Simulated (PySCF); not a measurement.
These 3 structures share the formula C5H9FSe. The calculation used PySCF, PBE0-D3(BJ)/def2-SVP geometry optimisation, gas phase. One conformer each; no zero-point energy, no entropy. No frequencies were run at this level. Point groups hold within 0.08 Å.

Question: Rank from lowest to highest electronic energy at this level (kcal/mol).
A. `[CH3:1][C:2](=[Se:3])[CH2:4][C@H:5]([CH3:6])[F:7]` with C1–C2–C4–C5 -89°, C2–C4–C5–C6 -179°
B. `[CH3:1][CH2:2][C@@:3]1([F:4])[CH2:5][CH2:6][Se:7]1` with C1–C2–C3–F4 60°, C2–C3–C5–C6 130°, C3–C5–C6–Se7 -10°, C5–C6–Se7–C3 8°, C2–C3–Se7–C6 -130°
C. `[CH3:1][C@@H:2]1[CH2:3][Se:4][C@:5]1([CH3:6])[F:7]` with C1–C2–C3–Se4 -144°, C2–C3–Se4–C5 16°, C3–Se4–C5–C6 -139°, C1–C2–C5–Se4 145°

Answer: C (0.0), B (2.0), A (5.3).

As drawn, the lowest has a four-membered ring, which the highest lacks. Neighbours under 2.5 kcal/mol apart (C[C@@H]1C[Se][C@]1(C)F and CC[C@@]1(F)CC[Se]1) can change places with a better method, another conformer or zero-point energy.

| SMILES | E (Eh) | E rel (kcal/mol) | dipole (D) | point group | A, B, C (MHz) |
| --- | --- | --- | --- | --- | --- |
| C[C@@H]1C[Se][C@]1(C)F | -2696.22215 | 0.0 | 2.17 | C1 | 2566, 1516, 1185 |
| CC[C@@]1(F)CC[Se]1 | -2696.21894 | 2.0 | 2.13 | C1 | 2575, 1495, 1192 |
| CC(=[Se])C[C@H](C)F | -2696.21375 | 5.3 | 2.48 | C1 | 3166, 855.8, 750.4 |

Question: As an exercise, what shares would exp(−E/RT) give at 298.15 K from these electronic energies alone (no entropy, no degeneracies)?

Answer: RT = 0.592 kcal/mol: C[C@@H]1C[Se][C@]1(C)F 96.7 %, CC[C@@]1(F)CC[Se]1 3.3 %, CC(=[Se])C[C@H](C)F under 0.1 %.
